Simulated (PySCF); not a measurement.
**Two-component Hartree-Fock for Mn (manganese, neutral)**

Start: [Ar] 3d7; 3d3/2 filled at m_j = +1/2, +3/2; 3d5/2 filled at m_j = -3/2, -1/2, +1/2, +3/2, +5/2. Calculated with PySCF 2.14 in x2c-TZVPall-2c with one added diffuse shell each of s, p, d type (7s8p5d1f, 63 functions): generalised Hartree-Fock with the X2C-1e Hamiltonian and a Gaussian nucleus; one run each with spin-orbit coupling (SO) switched off, then screened by Boettger's factors. This is a chosen level, not necessarily the ground level.

```
spinor shell  electrons  ε, spin-free (eV)  ε, screened SO (eV)  weight of nominal j (screened SO)  rms radius, screened SO (bohr)
       1s1/2          2            -6594.3              -6594.2                              1.000                          0.0703
       2s1/2          2            -798.54              -798.43                              1.000                           0.302
       2p1/2          2            -672.27              -679.61                              0.989                           0.271
       2p3/2          4            -672.27              -668.53                              0.995                           0.274
       3s1/2          2            -100.64              -100.56                              1.000                           0.923
       3p3/2          4            -63.323              -62.664                              0.829                            1.00
       3p1/2          2            -63.323              -64.409                              0.659                            1.00
       3d5/2          5             -9.000              -11.384                              0.590                            1.43
       3d3/2          2             -9.000               -2.800                              0.688                            3.58
```

| quantity | spin-free | screened SO |
| --- | --- | --- |
| E (hartree) | -1157.03640 | -1157.05248 |
| M_J | 9/2 | 9/2 |
| ⟨J²⟩ | 25.337 | 25.344 |
| ⟨L²⟩ | 12.006 | 12.010 |
| ⟨S²⟩ | 4.331 | 4.316 |

The determinant has a definite M_J but mixes levels of different J.

Each row is a mean over spinors that exchange with the open shell spreads, by up to 12.228 eV (3p3/2).

Rows whose weight is well below 1 are mixtures of j = l ± 1/2: exchange outweighs spin-orbit coupling there, and the label is only the starting occupation.

Without spin-orbit coupling the j labels of p, d and f shells carry no meaning; the spin-free column gives the mean over the occupied spinors of each nl shell, and its ⟨J²⟩ belongs to a mixture of degenerate components.
